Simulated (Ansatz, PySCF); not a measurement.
HCl3Ge, charge -1, doublet, at a GFN2-xTB geometry (a state made from the parent by changing its charge; the spin is typed, not shown lowest). Base run: CAMB3LYP/cc-pVDZ (PySCF).

Here is a job for PySCF.
```python
from pyscf import gto, scf, dft

mol = gto.Mole()
mol.atom = '''
    Ge    0.18961606    0.14465705    0.11687467
    Cl   -0.81013033    2.36575078   -0.06066118
    Cl    2.01410151   -1.47877166    0.11574629
    Cl   -1.55983724   -1.16332174   -0.38022513
    H    -0.01799083    0.06879887    1.78739072
'''
mol.basis = 'cc-pvdz'
mol.charge = -1
mol.spin = 1
mol.verbose = 4
mol.build()

mf = dft.UKS(mol)
mf.xc = 'camb3lyp'
mf.kernel()
```

The same geometry, method and basis name were run in Ansatz (a quantum-chemistry and plane-wave program) and PySCF, at each program's defaults and at the settings that a row names. The base is PySCF at its defaults. Differences at the defaults can come from grids, fitting, cores and function types together.

| code and settings | ΔE vs base (µEh) | basis functions | E (Eh) | SCF cycles |
|---|---|---|---|---|
| PySCF, defaults (exact integrals, its default grid, spherical functions) | 0.0 | 86 | -3458.50905 | 11 |
| Ansatz, defaults (factorised integrals, its default grid, spherical functions) | 5.4 | 86 | -3458.50904 | - |
| PySCF, density fitting with def2-universal-jkfit | -60.3 | 86 | -3458.50911 | 11 |
| PySCF, fine grid | 2.4 | 86 | -3458.50905 | 11 |
| Ansatz, high accuracy | 2.3 | 86 | -3458.50905 | - |

Open shells are given as the SCF converged; they aren't shown to be the lowest states, and a large step between rows can be another state.
